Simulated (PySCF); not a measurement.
Species: FH₄PPb.
Atom-mapped SMILES: `[F:1][PbH2:2][PH2:3]` (hydrogens: H4, H5 on Pb2; H6, H7 on P3)

Method: PySCF, PBE0-D3(BJ)/def2-SVP geometry optimisation, gas phase, def2 core potentials past Kr; density fitting, grid level 1; the optimiser is geomeTRIC in internal coordinates, started from a GFN2-xTB structure with every atom displaced at random (about 0.01 Å).

The end geometry, which sets the zero of energy:
```
atom  x, y, z in Å
F1     -1.1700    1.4574   -0.9613
Pb2    -0.8691   -0.2631    0.1156
P3      1.6855   -0.4875    0.3815
H4     -1.5883   -1.4891   -0.9230
H5     -1.7256    0.0902    1.6120
H6      1.8910   -0.2285   -1.0088
H7      1.8104    0.8918    0.7339
```

**Question.** These geometries come from the run, each turned onto the end geometry. Order them by energy, lowest first.
A.
```
atom  x, y, z in Å
F1     -1.2193    1.4301   -0.9790
Pb2    -0.8497   -0.2539    0.1072
P3      1.6995   -0.5026    0.3730
H4     -1.6113   -1.4765   -0.9033
H5     -1.7226    0.1047    1.5911
H6      1.9047   -0.1950   -1.0073
H7      1.8328    0.8644    0.7682
```
B.
```
atom  x, y, z in Å
F1     -1.1965    1.4575   -0.9880
Pb2    -0.8581   -0.2581    0.1093
P3      1.6918   -0.4998    0.3703
H4     -1.6052   -1.4953   -0.9016
H5     -1.7218    0.0967    1.6056
H6      1.9021   -0.1980   -1.0107
H7      1.8217    0.8682    0.7651
```
C.
```
atom  x, y, z in Å
F1     -1.0379    1.4143   -0.9593
Pb2    -0.8678   -0.3259    0.1548
P3      1.7336   -0.4513    0.3385
H4     -1.7024   -1.4838   -0.8753
H5     -1.8376    0.0694    1.5850
H6      1.9029   -0.1389   -1.0021
H7      1.8433    0.8873    0.7083
```

**Answer.** B (0.005 eV), A (0.012 eV), C (0.093 eV).

In the order of the answer:

```csv
step,E above end (eV),largest force (eV/Å),rms force component (eV/Å),rms distance from end (Å),rms bond change (Å),bond most changed (Å)
2,0.005,0.23,0.073,0.028,0.006,F1–Pb2 +0.013
1,0.012,0.35,0.107,0.038,0.006,F1–Pb2 -0.014
0,0.093,1.36,0.442,0.099,0.028,P3–H6 -0.042
```

The cost below is that of the whole optimisation. Hardware: one thread of an Arm Neoverse N1, shared host. Cost: 32 s, 0.35 GiB resident at most.
